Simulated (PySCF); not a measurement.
**Computed properties of C6H4F2, SMILES C#C[C@H](F)C=C=CF**

C6H4F2, SMILES [C@H](C#C)(C=C=CF)F. The structure is a stationary point at PBE0-D3(BJ)/def2-SVP. The structure was generated by enumeration; whether it is a known compound was not checked. One conformer was computed; it need not be the lowest. All values are computed for the isolated molecule unless a solvent is named; none is compared with measurement here.

**Structure.** All 30 harmonic modes at PBE0-D3(BJ)/def2-SVP (PySCF) are real, so it is a minimum. With heavy atoms numbered as in [CH:1]#[C:2][C@H:3]([F:4])[CH:5]=[C:6]=[CH:7][F:8], the shortest bond between them is C1–C2 at 1.209 Å and the longest C3–C5 at 1.511 Å.

**Vibrations.** The strongest infrared lines (harmonic, unscaled, degenerate partners summed) lie at 1171 cm⁻¹ (163 km/mol, C 56 %, F 28 %, H 16 %), 1495 cm⁻¹ (127 km/mol, C 77 %, H 20 %), 1212 cm⁻¹ (91 km/mol, H 51 %, C 28 %, F 21 %). The softest mode is at 44 cm⁻¹ and the zero-point energy is 50.1 kcal/mol.

**Electronic structure.** CAM-B3LYP/def2-TZVP (PySCF) places the frontier levels at -8.94 and 0.35 eV, a gap of 9.29 eV, and gives a dipole moment of 2.64 D. PBE/def2-TZVP (PySCF) at the same geometry gives -6.31 and -1.79 eV, so its gap is 4.77 eV narrower. An orbital gap is neither the optical nor the fundamental gap.

**Excitations.** TDA-M06-2X/def2-SVPD (PySCF) has S1 at 4.98 eV (249 nm, f = 0.001, dark); the most intense of the 10 singlets computed lies at 7.92 eV (f = 0.13). T1 (TDA) is at 4.64 eV, 0.34 eV under S1. TDA-PBE/def2-SVPD (PySCF) puts S1 at 4.68 eV. No vertical singlet excitation falls in the visible range (under 3.1 eV).

**NMR.** GIAO shifts at PBE0/pcSseg-1 (PySCF) (non-relativistic, atoms alike by connectivity averaged): ¹³C from 81.0 to 209.5 ppm against TMS; ¹H from 2.9 to 7.7 ppm against TMS; ¹⁹F from -220.6 to -172.0 ppm against CFCl3.
